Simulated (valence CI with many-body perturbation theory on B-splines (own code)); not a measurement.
## E1 transitions of Gd L

Calculated by configuration interaction combined with many-body perturbation theory (CI+MBPT): five valence electrons over a frozen Dirac-Fock core [Ne], radial functions for each j: 11 s, 11 p, 10 d, 8 f, 5 g, 2 h, with the one-electron correlation potential Σ1 (screened to all orders), the two-electron term Σ2, the three-electron term Σ3, Breit, model QED; selected single and double excitations, second order for the rest, scaled by the run's own slope (own B-spline code, finite nucleus).

No measured spectrum was set against this ion. As an estimate, large intervals hold to a few tenths of a per cent, small ones and those within an open d or f shell to about a per cent. Among the levels kept, up to 3200 cm⁻¹ of a level comes from second order outside the variational space, and about a tenth of that is noise between levels of different J, which matters for small intervals.

Lines 201 to 250 of 565 in falling wavelength, among levels below 6935.4 × 10³ cm⁻¹, chosen from the strongest by gf and those to the six lowest levels. Wavelengths and rates use the calculated energies. Electric multipoles are in the length gauge with retardation, E1 and E2 with the static RPA response of the core. Weak lines are less certain than strong ones. Lines between different terms over intervals too small for the method are left out, as are lines whose strength nearly cancels. The highest levels of a list are the least certain.

Levels are named by their leading jj configuration (3d3/2^4 stands for four electrons in 3d with j = 3/2), which in mixed levels can hold well under half, so a name can repeat and another be missing. Letters in brackets count levels of one name in rising energy.

| λ vac (nm) | Upper | Lower | A (s⁻¹) | S (a.u.) |
| --- | --- | --- | --- | --- |
| 4.796 | (3s 3p1/2^2 3p3/2 3d3/2) J=7/2 | (3s^2 3p1/2^2 3d5/2) J=5/2 | 6.01e+09 | 2.62e-03 |
| 4.784 | (3s 3p1/2 3p3/2^2 3d5/2) J=3/2 [e] | (3s 3p1/2 3p3/2^3) J=1/2 | 4.34e+11 | 9.39e-02 |
| 4.783 | (3s 3p1/2^2 3d5/2^2) J=9/2 | (3s 3p1/2^2 3p3/2 3d5/2) J=9/2 | 5.64e+10 | 3.04e-02 |
| 4.779 | (3s 3p1/2 3p3/2^2 3d5/2) J=5/2 [e] | (3s 3p1/2 3p3/2^3) J=5/2 | 2.87e+11 | 9.28e-02 |
| 4.775 | (3s 3p1/2^2 3d5/2^2) J=7/2 | (3s 3p1/2^2 3p3/2 3d5/2) J=5/2 [a] | 2.21e+10 | 9.48e-03 |
| 4.773 | (3s 3p1/2 3p3/2^2 3d5/2) J=5/2 [c] | (3s 3p1/2 3p3/2^3) J=3/2 [a] | 2.70e+11 | 8.70e-02 |
| 4.753 | (3s^2 3p3/2 3d3/2 3d5/2) J=5/2 [d] | (3s^2 3p3/2^2 3d3/2) J=3/2 [a] | 1.29e+11 | 4.10e-02 |
| 4.747 | (3s^2 3p3/2 3d5/2^2) J=1/2 | (3s^2 3p3/2^2 3d5/2) J=1/2 | 2.75e+11 | 2.90e-02 |
| 4.745 | (3s 3p1/2^2 3d3/2 3d5/2) J=7/2 [b] | (3s 3p1/2^2 3p3/2 3d3/2) J=7/2 | 2.50e+10 | 1.06e-02 |
| 4.737 | (3s^2 3p1/2 3p3/2 3d5/2) J=5/2 [b] | (3s^2 3p1/2 3p3/2^2) J=3/2 | 3.82e+11 | 1.20e-01 |
| 4.733 | (3s^2 3p3/2 3d3/2 3d5/2) J=3/2 [b] | (3s^2 3p3/2^2 3d3/2) J=3/2 [a] | 6.28e+10 | 1.31e-02 |
| 4.732 | (3s^2 3p3/2 3d3/2 3d5/2) J=9/2 [b] | (3s^2 3p3/2^2 3d3/2) J=7/2 | 4.89e+11 | 2.56e-01 |
| 4.728 | (3s^2 3p1/2 3d5/2^2) J=3/2 [b] | (3s^2 3p1/2 3p3/2 3d5/2) J=3/2 [a] | 1.02e+11 | 2.12e-02 |
| 4.728 | (3s 3p1/2 3p3/2^2 3d3/2) J=7/2 [b] | (3s^2 3p1/2 3p3/2 3d5/2) J=5/2 [b] | 3.18e+10 | 1.33e-02 |
| 4.724 | (3s 3p1/2^2 3p3/2 3d5/2) J=7/2 [b] | (3s 3p1/2^2 3p3/2^2) J=5/2 | 1.04e+11 | 4.34e-02 |
| 4.718 | (3s^2 3p3/2^2 3d5/2) J=5/2 [b] | (3s^2 3p3/2^3) J=3/2 | 5.35e+11 | 1.66e-01 |
| 4.714 | (3s^2 3p3/2 3d3/2 3d5/2) J=5/2 [d] | (3s^2 3p3/2^2 3d3/2) J=5/2 | 7.01e+10 | 2.17e-02 |
| 4.713 | (3p1/2 3p3/2^4) J=1/2 | (3s^2 3p3/2^2 3d5/2) J=1/2 | 1.11e+11 | 1.15e-02 |
| 4.708 | (3s 3p1/2^2 3d3/2 3d5/2) J=5/2 [b] | (3s 3p1/2^2 3p3/2 3d3/2) J=5/2 [a] | 5.38e+10 | 1.66e-02 |
| 4.694 | (3s^2 3p3/2 3d3/2 3d5/2) J=3/2 [b] | (3s^2 3p3/2^2 3d3/2) J=5/2 | 3.52e+10 | 7.18e-03 |
| 4.681 | (3s^2 3p3/2 3d3/2 3d5/2) J=3/2 [c] | (3s^2 3p3/2^2 3d3/2) J=1/2 | 3.30e+11 | 6.67e-02 |
| 4.677 | (3p1/2^2 3p3/2^2 3d3/2) J=7/2 | (3s 3p1/2^2 3p3/2 3d5/2) J=5/2 [b] | 2.98e+10 | 1.21e-02 |
| 4.669 | (3s 3p1/2 3p3/2^2 3d5/2) J=3/2 [d] | (3s 3p1/2 3p3/2^3) J=5/2 | 8.15e+10 | 1.64e-02 |
| 4.665 | (3s^2 3p3/2 3d3/2 3d5/2) J=3/2 [c] | (3s^2 3p3/2^2 3d3/2) J=3/2 [a] | 1.01e+11 | 2.03e-02 |
| 4.628 | (3s^2 3p3/2 3d3/2^2) J=7/2 | (3s 3p1/2 3p3/2^3) J=5/2 | 1.84e+10 | 7.22e-03 |
| 4.625 | (3s^2 3p1/2 3p3/2 3d5/2) J=3/2 [b] | (3s^2 3p1/2 3p3/2^2) J=3/2 | 9.36e+08 | 1.83e-04 |
| 4.587 | (3s^2 3p3/2 3d3/2 3d5/2) J=5/2 [e] | (3s^2 3p3/2^2 3d3/2) J=3/2 [a] | 5.75e+10 | 1.64e-02 |
| 4.576 | (3s^2 3p1/2 3p3/2 3d5/2) J=1/2 | (3s^2 3p1/2 3p3/2^2) J=3/2 | 6.28e+10 | 5.94e-03 |
| 4.561 | (3s^2 3p3/2 3d3/2 3d5/2) J=5/2 [e] | (3s^2 3p3/2^2 3d3/2) J=7/2 | 6.43e+10 | 1.81e-02 |
| 4.558 | (3s 3p1/2 3p3/2^2 3d5/2) J=7/2 [a] | (3s^2 3p1/2 3p3/2 3d5/2) J=5/2 [b] | 1.24e+11 | 4.62e-02 |
| 4.549 | (3s^2 3p3/2 3d5/2^2) J=9/2 | (3s^2 3p3/2^2 3d3/2) J=7/2 | 4.09e+10 | 1.90e-02 |
| 4.547 | (3s 3p1/2^2 3d5/2^2) J=1/2 | (3s 3p1/2^2 3p3/2 3d5/2) J=3/2 [a] | 8.28e+10 | 7.69e-03 |
| 4.539 | (3s 3p1/2 3p3/2^2 3d5/2) J=5/2 [e] | (3s 3p1/2 3p3/2^3) J=3/2 [a] | 1.02e+11 | 2.82e-02 |
| 4.537 | (3s^2 3p3/2 3d3/2^2) J=3/2 [a] | (3s 3p1/2 3p3/2^3) J=5/2 | 4.13e+10 | 7.61e-03 |
| 4.533 | (3s 3p1/2^2 3p3/2 3d5/2) J=5/2 [b] | (3s 3p1/2^2 3p3/2^2) J=5/2 | 2.85e+10 | 7.87e-03 |
| 4.527 | (3s 3p1/2^2 3p3/2 3d3/2) J=3/2 [b] | (3s^2 3p1/2^2 3d5/2) J=5/2 | 4.32e+09 | 7.91e-04 |
| 4.480 | (3s 3p1/2 3p3/2^2 3d3/2) J=7/2 [a] | (3s^2 3p1/2 3p3/2 3d3/2) J=5/2 [b] | 2.06e+10 | 7.31e-03 |
| 4.367 | (3s 3p1/2 3p3/2^2 3d3/2) J=1/2 [c] | (3s^2 3p1/2 3p3/2 3d5/2) J=3/2 [b] | 8.99e+10 | 7.39e-03 |
| 4.339 | (3s 3p1/2^2 3p3/2 3d3/2) J=5/2 [b] | (3s^2 3p1/2^2 3d5/2) J=5/2 | 3.96e+09 | 9.58e-04 |
| 4.312 | (3s 3p1/2 3p3/2^2 3d5/2) J=9/2 [b] | (3s^2 3p1/2 3p3/2 3d5/2) J=7/2 [b] | 1.05e+11 | 4.15e-02 |
| 4.282 | (3s 3p1/2 3p3/2^2 3d3/2) J=3/2 [a] | (3s^2 3p1/2 3p3/2 3d3/2) J=3/2 [a] | 4.07e+10 | 6.31e-03 |
| 4.244 | (3s 3p1/2 3p3/2^2 3d5/2) J=7/2 [a] | (3s^2 3p1/2 3p3/2 3d5/2) J=5/2 [a] | 2.17e+10 | 6.54e-03 |
| 4.236 | (3s 3p1/2 3p3/2^2 3d3/2) J=5/2 [b] | (3s^2 3p1/2 3p3/2 3d3/2) J=3/2 [b] | 8.57e+10 | 1.93e-02 |
| 4.196 | (3s 3p1/2 3p3/2^3) J=3/2 [a] | (3s^2 3p1/2 3p3/2^2) J=1/2 | 1.56e+10 | 2.27e-03 |
| 4.181 | (3s 3p1/2 3p3/2^2 3d5/2) J=9/2 [a] | (3s^2 3p1/2 3p3/2 3d5/2) J=7/2 [a] | 1.48e+11 | 5.36e-02 |
| 4.148 | (3s 3p1/2 3p3/2^2 3d3/2) J=5/2 [a] | (3s^2 3p1/2 3p3/2 3d3/2) J=3/2 [a] | 1.09e+11 | 2.30e-02 |
| 4.133 | (3s 3p1/2 3p3/2^2 3d5/2) J=1/2 [b] | (3s^2 3p1/2 3p3/2 3d5/2) J=3/2 [b] | 1.89e+11 | 1.31e-02 |
| 4.129 | (3s 3p1/2 3p3/2^2 3d3/2) J=3/2 [c] | (3s^2 3p1/2 3p3/2 3d3/2) J=1/2 [b] | 1.14e+11 | 1.59e-02 |
| 4.122 | (3s 3p1/2 3p3/2^2 3d3/2) J=7/2 [b] | (3s^2 3p1/2 3p3/2 3d3/2) J=5/2 [b] | 1.13e+11 | 3.13e-02 |
| 4.119 | (3s 3p1/2 3p3/2^2 3d3/2) J=1/2 [a] | (3s^2 3p1/2 3p3/2 3d3/2) J=1/2 [a] | 3.29e+11 | 2.27e-02 |
